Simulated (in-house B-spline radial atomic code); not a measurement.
Ionising the dysprosium ion Dy⁺ with different functionals

Computed with an all-electron radial atomic-structure program (B-spline basis): four-component Dirac-Coulomb Hamiltonian, Fermi nucleus of rms radius 5.2218 fm, spin-restricted, spherical fractional occupations for the functionals. The ionisation energy is the difference of two self-consistent energies, [Xe] 4f10 6s1 → [Xe] 4f10, without Breit or QED terms; ε is the level of the shell that loses the electron (mean over j).

Hybrids are left out here: with spherical fractional occupations of an open shell their exact exchange keeps a self-interaction that integer-occupation calculations don't have.

```
           method  rung  ΔSCF (eV)  -ε(6s) (eV)
         LDA VWN5   LDA      11.87         9.11
 relativistic LDA   LDA      11.84         9.09
         LDA PW92   LDA      11.87         9.11
LDA exchange-only   LDA      10.99         8.22
              PBE   GGA      11.67         8.84
           PBEsol   GGA      11.56         8.83
             BLYP   GGA      11.80         8.89
             RPBE   GGA      11.61         8.70
             PW91   GGA      11.70         8.86
             BP86   GGA      11.69         9.03
             AM05   GGA      11.52         8.79
             OLYP   GGA      11.54         8.45
```

Problem. How do they compare with the NIST value?

Solution. NIST lists 11.65 eV ± 0.02 (semi-empirical, ground level to ground level). Errors run from -0.65 to +0.22 eV; PBE is closest (+0.02 eV), though others lie within the uncertainty of it, and part of that can be cancellation, since the calculations leave out Breit-QED terms, spin polarisation, the choice among j levels, multiplet and fine-structure energies.
